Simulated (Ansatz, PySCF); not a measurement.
This PySCF input computes a PBE0/def2-TZVPD energy:

```python
from pyscf import gto, scf, dft

mol = gto.M(
    atom='''
    Sr   -0.00000000   -0.00000000   -0.80322820
    Cl    0.00000000    0.00000000    1.79545126
    ''',
    basis='def2-tzvpd',
    ecp='def2-tzvp',
    charge=0,
    spin=1,
    symmetry='C2v',
    verbose=4,
)

mf = dft.UKS(mol, xc='pbe0').density_fit(auxbasis='def2-universal-jkfit')
mf.grids.level = 3
mf.conv_tol = 1e-9
mf.max_cycle = 100
mf.max_memory = 1500
mf.kernel()
if not mf.converged:
    mf = mf.newton()
    mf.kernel(mf.make_rdm1())
mf.analyze()
```

Q: Write an input for the same energy in Ansatz (a program for electronic structure) and say what it gives.

A: 
Ansatz 0.2 input:
```yaml
crystal:
  periodic: [false, false, false]
  atoms:
    - {symbol: Sr, position_ang: [-0.00000000, -0.00000000, -0.80322820]}
    - {symbol: Cl, position_ang: [0.00000000, 0.00000000, 1.79545126]}
basis:
  gaussian:
    orbitals: def2-TZVPD
hamiltonian:
  xc: {name: PBE0}
magnetization: {spin_polarized: true, initial_magnetization: 1}
output: {forces: true}
```
It gives -490.83382 Eh, and PySCF -490.83387 Eh, a difference of 0.05 mEh, from the treatment of integrals and grids.
